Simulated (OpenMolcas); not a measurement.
Se+.

* Program: OpenMolcas 26.06
* Basis: ANO-R2 [6s6p4d3f1g]
* Scalar Hamiltonian: X2C, finite nucleus
* Active space: 3 electrons in 3 orbitals (4p)
* State averaging: 2S+1 = 4 odd, 1 root; 2S+1 = 2 odd, 8 roots
* Spin-orbit coupling: state interaction with AMFI integrals over the reference wave functions, term energies averaged over their components

Two sets of levels on these reference wave functions, in eV above 4s2 4p3 4S* 3/2: one from CASSCF and one from SS-CASPT2, IPEA 0.25 Eh, imaginary shift 0.1 Eh (closed shells correlated: 3d 4s).

```csv
Level,Set 1,Set 2
4s2 4p3 4S* 3/2,0.0000,0.0000
4s2 4p3 2D* 3/2,1.753,2.170
4s2 4p3 2D* 5/2,1.810,2.220
4s2 4p3 2P* 1/2,3.057,3.668
4s2 4p3 2P* 3/2,3.135,3.735
```

Which set is which?

Set 1 is SS-CASPT2. Its levels of the other terms of 4s2 4p3 lie at 0.81 to 0.84 of the other set's values, as expected, since terms of lower spin or lower L gain more correlation energy than the Hund ground term. Against 4 measured levels (NIST Handbook of Basic Atomic Spectroscopic Data) the mean absolute deviation is 1200 cm-1 with it and 5300 cm-1 without; single levels miss by up to 1600 cm-1 with it.

Term energies are means over components that CASPT2 splits; among the terms shown or strongly mixed into the levels shown the widest spread is 180 cm-1 (4s2 4p3 2D*, SS-CASPT2). With the s shell closed, the reference lacks s² → p² mixing. Without dynamic correlation excited terms often stand tens of per cent too high (terms of higher spin than the ground term too low), and those without a measured partner can miss by more than the paired ones (holds for CASSCF). Measured partners are found by configuration, term and J. A level has none where our copy of the source lacks it or the pairing is in doubt (some pairs that miss far off the trend of their configuration count as doubtful), and it then counts in no deviation. Only configurations of the active space appear.

* marks odd parity.
